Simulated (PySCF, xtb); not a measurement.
C3H9FOSi, SMILES FC([SiH2]O)(C)C.

GFN2-xTB (xtb 6.7.1) at its own geometry gives an orbital gap of 5.73 eV and a dipole moment of 0.98 D.

Geometry optimised at r2SCAN-D4/def2-SVP. This is a generated structure with no PubChem entry under its InChIKey; it may be hypothetical. Other conformers were not sampled.

**Question.** What does M06-2X/def2-TZVP run with PySCF give? (Estimate from the structure and the level; the computed values follow.)

**Answer.** gap 10.29 eV (levels -9.30 and 0.99 eV), dipole 1.83 D.
